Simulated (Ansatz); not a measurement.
Relaxation of AlClHSe (4 atoms, charge 0, multiplicity 2), to a largest force component of 0.02 eV/Å in at most 50 steps.

Method: Ansatz, UHF/def2-SVP.

```xyz
4
Properties=species:S:1:pos:R:3:forces:R:3
Cl -2.600 -0.133 -0.213 -1.10 -0.11 -0.11
Al -0.712 0.522 0.154 2.53 -0.73 -0.11
Se 1.261 -0.758 -0.192 -0.70 -0.11 -0.08
H 0.101 1.732 0.650 -0.72 0.94 0.30
```

**Question.** Where does it end, and by what steps?

**Answer.** It converged. After 4 steps the energy has fallen by 0.464 eV; H4 moved furthest, 0.36 Å.

```json
{"step": "0", "energy less start (eV)": "0.0000", "largest force component (eV/Å)": "2.525", "accepted": "yes"}
{"step": "1", "energy less start (eV)": "-0.3718", "largest force component (eV/Å)": "0.565", "accepted": "yes"}
{"step": "2", "energy less start (eV)": "-0.4532", "largest force component (eV/Å)": "0.449", "accepted": "yes"}
{"step": "3", "energy less start (eV)": "-0.4635", "largest force component (eV/Å)": "0.139", "accepted": "yes"}
{"step": "4", "energy less start (eV)": "-0.4641", "largest force component (eV/Å)": "0.005", "accepted": "yes"}
```

```xyz
4
Properties=species:S:1:pos:R:3
Cl -2.475 -0.097 -0.191
Al -0.493 0.511 0.162
Se 1.206 -0.994 -0.282
H -0.188 1.942 0.709
```

Whether the end is a true minimum wasn't checked by a vibrational analysis.

Time of the run: 19 s on 1 thread of AMD EPYC 7R43 64-Core Processor (Zen 3), on a shared host, peak memory 0.22 GiB.
